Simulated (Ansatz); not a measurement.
Ideal-gas functions of BrH$_{2}$NSn (`[NH2][Sn][Br]`) at 600 K and 1 bar, from an Ansatz frequency run at PBE0-D4/def2-TZVP.

Molar mass 214.64 g/mol, point group Cs (symmetry number 1), electronic degeneracy 1, moments of inertia 59.499, 334.827, 394.326 u Å². Harmonic wavenumbers (cm⁻¹, unscaled): 146, 232, 362, 446, 616, 651, 1535, 3569, 3688.

Use S(trans) = R[1.5 ln M + 2.5 ln T − 1.1517]; rotational temperatures θ = 24.2544 K / I; S(rot) = R[ln(√π/σ · √(T³/θAθBθC)) + 1.5]; for each mode x = 1.438777 ν̃/T, S = R[x/(eˣ − 1) − ln(1 − e⁻ˣ)] and H = RT x/(eˣ − 1); 1 cm⁻¹ = 0.0119627 kJ/mol; R = 8.31446 J/(mol·K).

By hand: the entropy, in J/(mol·K).

Translation 190.4. Rotation: θ = 0.4076, 0.0724, 0.0615 K, giving 123.3. Vibration, mode by mode: 17.08, 13.30, 9.75, 8.14, 5.79, 5.41, 1.00, 0.02, 0.01, in all 60.5. Electronic 0.0. Sum 374.2 J/(mol·K).

By hand: H − E and G − E in kJ/mol, counted from the electronic energy.

Zero-point energy ½ × 11245 × 0.0119627 = 67.3; thermal vibration 18.6; translation, rotation and pV give 4 RT = 20.0. H − E = 105.9 kJ/mol, and G − E = 105.9 − 600 × 374.2/1000 = -118.6 kJ/mol.

Vibration gives 16 % of the entropy, 17.1 J/(mol·K) of it from the mode under 150 cm⁻¹: soft modes count most, and the harmonic formula is weakest for them. The sum counts one conformer and one mirror image; others add a mixing term.
